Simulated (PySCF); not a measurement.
A PySCF script (with the pyscf-properties extension) for the NMR shieldings of SMILES C#C[B@H-]([NH2+]C)OC=C, C5H10BNO, on a GFN2-xTB geometry:

```python
import basis_set_exchange as bse
import numpy as np
from pyscf import gto, dft
from pyscf.prop import nmr

atoms = """
C     0.602105   -2.140602    1.060218
C     0.299477   -1.084905    0.573164
B    -0.054063    0.287381   -0.072497
N    -1.506389    0.062742   -0.838205
C    -2.632841   -0.282887    0.020313
O     0.756021    0.646400   -1.258383
C     2.043537    0.983250   -1.164044
C     2.810909    0.999872   -0.083053
H     0.871496   -3.059594    1.497322
H    -0.202107    1.181078    0.709309
H    -1.672792    0.922462   -1.355169
H    -1.318595   -0.673369   -1.514945
H    -3.544294   -0.459081   -0.553034
H    -2.377468   -1.178593    0.583619
H    -2.802903    0.526205    0.727371
H     2.443669    1.268404   -2.135036
H     3.841055    1.297027   -0.148430
H     2.434425    0.710528    0.880784
"""
names = dict.fromkeys(["C", "B", "N", "O", "H"], "pcSseg-1")
basis = {el: gto.basis.parse(bse.get_basis(n, elements=[el], fmt="nwchem")) for el, n in names.items()}
mol = gto.M(atom=atoms, basis=basis, charge=0, verbose=0)
mf = dft.RKS(mol, xc="PBE0")
mf.grids.level = 2
mf.grids.alignment = dft.numint.BLKSIZE   # the property module wants whole blocks of grid points
mf.conv_tol = 1e-9
mf.kernel()

calc = nmr.RKS(mf)   # GIAO
C = mf.mo_coeff
Co = C[:, mf.mo_occ > 0]
resp = mf.gen_response(singlet=True, hermi=2)
def vind(x):   # induced exchange potential for any number of trial vectors
    d = np.einsum("pi,xij,qj->xpq", C, 2 * x.reshape(-1, C.shape[1], Co.shape[1]), Co, optimize=True)
    return np.einsum("xpq,pi,qj->xij", resp(d - d.transpose(0, 2, 1)), C, Co, optimize=True).ravel()
mo1, _ = nmr.rhf.solve_mo1(calc, with_cphf=vind)
sigma = calc.kernel(mo1)
for i, s in enumerate(sigma):   # ppm
    w = np.linalg.eigvalsh((s + s.T) / 2)
    print("%2d %-2s iso %8.1f  s11 %8.1f  s22 %8.1f  s33 %8.1f" % (i, mol.atom_pure_symbol(i), w.mean(), *w))
```

Question: What are the results?

Answer: 
```
 0 C  iso     93.0  s11     12.2  s22     25.7  s33    240.9
 1 C  iso     89.6  s11    -16.6  s22     -7.4  s33    292.7
 2 B  iso    110.1  s11    103.0  s22    104.1  s33    123.1
 3 N  iso    204.8  s11    199.4  s22    203.8  s33    211.0
 4 C  iso    158.5  s11    141.7  s22    146.3  s33    187.4
 5 O  iso    191.0  s11     98.6  s22    208.3  s33    266.1
 6 C  iso     29.5  s11    -79.4  s22     61.3  s33    106.5
 7 C  iso     96.7  s11      4.2  s22    121.9  s33    164.1
 8 H  iso     29.9  s11     24.8  s22     25.3  s33     39.8
 9 H  iso     28.5  s11     26.7  s22     28.7  s33     30.2
10 H  iso     28.8  s11     21.9  s22     26.9  s33     37.7
11 H  iso     29.0  s11     23.8  s22     26.6  s33     36.5
12 H  iso     29.2  s11     24.3  s22     26.8  s33     36.6
13 H  iso     28.3  s11     23.0  s22     29.0  s33     33.0
14 H  iso     29.1  s11     24.8  s22     27.1  s33     35.5
15 H  iso     25.1  s11     21.3  s22     26.5  s33     27.3
16 H  iso     27.7  s11     26.2  s22     26.7  s33     30.4
17 H  iso     27.5  s11     24.4  s22     26.7  s33     31.4
```

These numbers come from an equivalent density-fitted implementation of the same equations, which agrees with the script to about 0.01 ppm for H and up to a few tenths of a ppm for heavy atoms, so last digits may differ.

Size and cost of the density-fitted run: 186 basis functions, 34 s wall time on 1 thread of an Arm Neoverse V2, shared host; peak memory 0.83 GiB.
